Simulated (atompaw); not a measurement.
**carbon (C): one change to a PAW (atompaw) potential, before and after**

atompaw 4.2.0.5 input, output lines left out:

```
C 6
GGA-PBE scalarrelativistic loggrid 1500 logderivrange -3 5 201
2 2 0 0 0 0
2 0 1
2 1 3
0 0 0
c
v
v
2
1.80 1.60 1.60 1.10
y
-0.7
n
y
2.85
n
y
0.45
y
1.9
n
custom polynom vanderbiltortho sinc
bessel
1.80
1.80
1.80
1.80
1.80
1.45
```

Change: reference 2s1 2p0; removed wave 3d channel at 1.9 Ry: rc 1.45 bohr.

Cutoffs: the cutoffs (Ry, on a coarse ladder) from which the occupation-weighted sum of valence levels, in a spherical-Bessel basis at the reference potential, stays within 10 and 1 mRy of its value at 400 Ry; they do not see the model core or the augmentation charge, which bear on the density cutoff.

**Question.** What does the change do?

**Answer.** The potential gets softer (18 Ry and 25 Ry → 10 Ry and 12 Ry); neither file shows a bound ghost.

```csv
quantity,base,changed
"cutoff, loose",18 Ry,10 Ry
"cutoff, tight",25 Ry,12 Ry
bound ghosts,none,none
s: phases at 1.80 bohr within 0.05 rad from the reference energy up to (Ry; the scan ends near 5),4.0,to the end of the scan
p: phases at 1.80 bohr within 0.05 rad from the reference energy up to (Ry; the scan ends near 5),to the end of the scan,to the end of the scan
d: phases at 1.80 bohr within 0.05 rad from the reference energy up to (Ry; the scan ends near 5),to the end of the scan,to the end of the scan
lowest overlap eigenvalue by channel,"s 0.57, p 0.94, d 0.65","s 0.49, p 0.86, d 1.00"
```

Changed file: The cutoffs count occupied waves only; the empty 2p level needs 18 Ry at the loose tolerance. The cutoffs see the waves, projectors and local potential, not the compensation charge or the core.
